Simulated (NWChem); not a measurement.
BeSiH4; SMILES [BeH][SiH3]

```xyz
6

Be    -0.0002    -1.6635     0.0062
H     -0.0014    -3.0035     0.0095
Si    -0.0018     0.5297     0.0010
H      1.1720     1.0956    -0.7433
H      0.0530     1.0966     1.3895
H     -1.2347     1.0898    -0.6460
```
Atoms are numbered in this order, from 1.

Results from NWChem. Coordinates come from a PBE0/def2-SVP optimisation. GIAO values for the isolated, static molecule; σ is the absolute isotropic shielding, δ = σ(reference) − σ with the isolated reference molecule computed at the same levels (1H: tetramethylsilane, 29Si: tetramethylsilane).

Estimate the computed values for BHandHLYP/pcSseg-1. Quantities: σ Be1 (ppm); δ H2 (ppm); δ Si3 (ppm); δ H4 (ppm).


| Quantity | Value |
|---|---|
| σ Be1 (ppm) | 71.8 |
| δ H2 (ppm) | 3.53 |
| δ Si3 (ppm) | -132.5 |
| δ H4 (ppm) | 2.81 |
